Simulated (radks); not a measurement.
Q: The mean radii <r> (bohr) of the occupied orbitals of an atom or ion are listed with their occupations. Calculated with a radial shooting solver on a logarithmic mesh with Libxc functionals: scalar-relativistic Kohn-Sham, PBE, spin-unpolarised, spherical densities, point nucleus.

| orbital | occ. | <r> |
|---|---|---|
| 1s | 2 | 0.04275 |
| 2s | 2 | 0.1895 |
| 2p | 6 | 0.1654 |
| 3s | 2 | 0.5513 |
| 3p | 6 | 0.5638 |
| 3d | 10 | 0.5888 |
| 4s | 2 | 1.590 |
| 4p | 3 | 1.853 |

Name the element and its charge.

A: Z = 35, bromine, charge +2: Br2+ in [Ar] 3d10 4s2 4p3. The 1s radius gives Z: for a bare nucleus <r> = (2 gamma + 1)/(2Z) with gamma = sqrt(1 - (Z/c)^2), 0.04191 bohr for Z = 35, and screening makes it slightly larger (0.04275 here). The occupations add up to 33, and the charge is Z minus that.
